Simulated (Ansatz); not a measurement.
Program: Ansatz. Geometries: PBE0-D4/def2-TZVP. ΔE: electronic, gas phase. CBS: MP2 limit from def2 TZ/QZ plus the TZ coupled-cluster correction, frozen cores. This one scheme is used for every species. DFT in def2-TZVPP. For Ge outer-core shells are correlated without core-valence functions, which leaves a few kJ/mol of doubt a bond. Scalar relativity is left out up to krypton. Each species was taken in one conformer, which may not be the lowest.

Reaction (formal exchange of groups at a C–Ge bond): `[NH2][GeH2][CH2]Cl` + `C=O` → `O=CCCl` + `[NH2][GeH3]`

| level | ΔE (kJ/mol) |
| --- | --- |
| PBE0-D4 | -4.7 |
| HF/def2-TZVPP | -8.3 |

Q: What does CCSD(T)/CBS give? (An estimate is asked.)

A: The calculation gave: +3.3 kJ/mol. The listed levels differ from it by -8.0, -11.6 kJ/mol.

Largest T1 diagnostic among the species: 0.015.

In def2-TZVPP, CCSD(T) changes the Hartree–Fock value by +11.0 kJ/mol (the triples alone add +0.8 kJ/mol) and MP2 by +13.5 kJ/mol. The D4 term adds +5.1 kJ/mol with B3LYP and +3.0 kJ/mol with PBE0; it sums over pairs of atoms, weighted by their polarisabilities, and B3LYP, whose exchange is more repulsive, gets the larger term.

B3LYP here is the variant with VWN-RPA as its local correlation; programs differ in this.
